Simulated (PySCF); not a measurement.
**Spinor energies of Xe⁵²⁺ (xenon, charge +52)**

Start: 1s2. Calculated with PySCF 2.14 in an even-tempered Gaussian basis (16 s from 14 bohr⁻², ratio 2.6; 12 p from 18 bohr⁻², ratio 2.6; 6 d from 18 bohr⁻², ratio 2.8; 3 f from 780 bohr⁻², ratio 2.8): generalised Hartree-Fock with the X2C-1e Hamiltonian and a Gaussian nucleus; spin-orbit coupling (SO) screened by Boettger's factors.

| spinor shell | electrons | ε, screened SO (eV) | weight of nominal j (screened SO) | rms radius, screened SO (bohr) |
| --- | --- | --- | --- | --- |
| 1s1/2 | 2 | -40343.6 | 1.000 | 0.0302 |

```tsv
quantity	screened SO
E (hartree)	-3001.87284
M_J	0
⟨J²⟩	0.000
⟨L²⟩	0.000
⟨S²⟩	0.000
```

Breit and QED terms are absent; they matter most for the inner s and p1/2 levels.

Densities and radii are taken from the X2C orbitals without a picture-change correction, which distorts them close to the nucleus.
